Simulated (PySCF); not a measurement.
Compound: CH4BClO.
SMILES with atom numbers: `[CH3:1][B:2]([OH:3])[Cl:4]` (hydrogens: H5, H6, H7 on C1; H8 on O3)

Method used: MP2 and CCSD/aug-cc-pVDZ in PySCF, restricted Hartree–Fock reference, 8 core orbitals frozen, non-relativistic, gas phase, PBE0-D3(BJ)/def2-SVP geometry.

E(HF) = -599.38195 Eh.

**Question.** How large is the problem?

**Answer.** 132 basis functions and 40 electrons; 8 orbitals frozen, which leaves o = 12 correlated occupied and v = 112 virtual orbitals. That is o·v = 1344 singles and o·v(o·v + 1)/2 = 903840 distinct closed-shell doubles amplitudes before symmetry; the costliest CCSD step grows as o²v⁴ = 2.3 × 10^10.

**Question.** What are the MP2 and CCSD correlation energies?

**Answer.** MP2 -0.5813 Eh and CCSD -0.6179 Eh, which gives totals of -599.96326 and -599.99981 Eh. That is 0.701 eV for each correlated electron at CCSD (1622 kJ/mol in all, 0.103 % of the total energy); MP2 gives 94.1 % of the CCSD value.

**Question.** What is the T1 diagnostic?

**Answer.** 0.0124, below the customary warning level of 0.02. It is the norm of the spatial-orbital singles amplitudes over the root of the number of correlated electrons, so the norm is 0.061.

**Question.** How does correlation change the dipole moment?

**Answer.** HF gives 3.19 D and CCSD (unrelaxed density) 2.92 D, a change of -0.27 D.

No triples correction and no basis-set extrapolation were made.

The job also held the EOM ionisation roots. Hardware: an Arm Neoverse V1 with one thread, shared host with 32 logical CPUs at a one-minute load of 32. Cost: 4.4 min wall, 2.0 GiB resident at most.

The values belong to the conformer `[CH3:1][B:2]([OH:3])[Cl:4]`: H–O3–B2–C1 1°.
